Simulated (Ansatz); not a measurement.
`CB(C)C=O` → `CBC=O` + `[CH2]` (triplet) at 298.15 K and 1 bar (formal loss of a carbene).

Calculated with Ansatz (gas phase, PBE0-D4/def2-TZVP geometries, no zero-point term in ΔE). CCSD(T)/CBS adds triple-zeta CCSD(T) − MP2 to the extrapolated MP2 energy (def2 sets, frozen cores). This one scheme is used for every species. Triplets are unrestricted, without spin–orbit coupling. One conformer a species, not always the lowest.

```
          species  CCSD(T)/CBS energy (Eh)  H − E (kJ/mol)  S (J/(mol·K))
       `CB(C)C=O`               -218.32562           270.3          355.0
          `CBC=O`               -179.04425           191.6          312.0
`[CH2]` (triplet)                -39.09499            55.4          195.3
```

H − E and S are ideal-gas, rigid-rotor, harmonic terms from PBE0-D4/def2-TZVP, for one conformer and one mirror image of each species, with the whole ground term of open shells counted as degenerate. 1 Eh = 2625.50 kJ/mol, R = 8.31446 J/(mol·K).

Problem. By hand: ΔE, ΔH, ΔS and ΔG.

Solution. ΔE = (-179.04425) + (-39.09499) − (-218.32562) = 0.18638 Eh = 489.3 kJ/mol. Δ(H − E) = 191.6 + 55.4 − 270.3 = -23.3, so ΔH = 466.0 kJ/mol. ΔS = 312.0 + 195.3 − 355.0 = 152.3 J/(mol·K). ΔG = 466.0 − 298.15 × (152.3)/1000 = 420.6 kJ/mol.

Problem. By hand: the equilibrium constant, and the temperature at which ΔG would vanish if ΔH and ΔS stayed fixed.

Solution. log₁₀ K = −ΔG/(RT ln 10) = -73.7. ΔG = 0 at ΔH/ΔS = 3060 K, far beyond where these terms or the molecules hold.

The number of gas molecules changes by +1, which sets the sign of ΔS. A doubt of 5 kJ/mol in ΔE shifts log₁₀ K by 0.9 here. Other conformers and mirror images would add mixing entropy, several J/(mol·K) or more a flexible species. Modes under 60 cm⁻¹, often nearly free rotors, make the harmonic entropy too high. A triplet takes part, so the spin changes. These are equilibria of isolated gas molecules and say nothing of rates. Largest T1 diagnostic: 0.016 (customary marks: 0.02 for closed shells, 0.045 for open ones).
